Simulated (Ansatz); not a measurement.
A run for Ansatz (a first-principles code): R-r2SCAN/def2-TZVPP on BFH2OSe (SMILES OB(F)[SeH]), a point of a torsion scan.

Ansatz 0.2 input:
```yaml
crystal:
  periodic: [false, false, false]
  atoms:
    - {symbol: O, position_ang: [-0.90271497, -0.78237356, 0.31198626]}
    - {symbol: B, position_ang: [-0.21003261, 0.31256191, 0.06262760]}
    - {symbol: F, position_ang: [-0.76865439, 1.35599521, -0.53576119]}
    - {symbol: Se, position_ang: [1.62175566, 0.44348667, 0.75883124]}
    - {symbol: H, position_ang: [-1.81723957, -0.84165025, 0.02863742]}
    - {symbol: H, position_ang: [1.26197646, 0.14854163, 2.11625201]}
basis:
  gaussian:
    orbitals: def2-TZVPP
hamiltonian:
  xc: {name: r2SCAN}
scf: {lower_state_search: off}
```

Output:

```
WARN ansatz: RAYON_NUM_THREADS=1 ignored (pool sized by the plan → 1); use --threads N
Functional definition: r2SCAN
these checks for a lower state are left out or cut short: stability, starts, cluster_reference, orbital_swaps, neighbouring_geometries, increment
integrals: 0.08 GiB planned
981 factors; their error is unknown
mean field: 0.58 GiB planned
mean field evaluation 1: about -70820.0753 eV, gradient 6.0e1 eV
mean field evaluation 2: about -70807.9462 eV, gradient 1.0e2 eV
mean field evaluation 4: about -70825.4184 eV, gradient 6.5e0 eV
mean field evaluation 8: about -70825.4754 eV, gradient 1.5e-1 eV
mean field evaluation 16: about -70825.4434 eV, gradient 1.9e-4 eV
mean field -70825.44343500 eV, -2602.7870390265 hartree, gradient 3.1e-6 eV, S^2 0.000000; 0 other end points of the search recorded, 0 dependent functions left out
reference -70825.44344543 eV, -2602.7870394096 hartree; 29, 29 occupied and 140, 140 virtual orbitals, 981 factors
Total energy: -70825.44344543 eV, -2602.7870394096 hartree
Checks for a lower state left out: stability, starts, cluster_reference, orbital_swaps, neighbouring_geometries, increment
```

The calculation finished and met its thresholds.

Cost: very roughly 2.9 core-seconds.
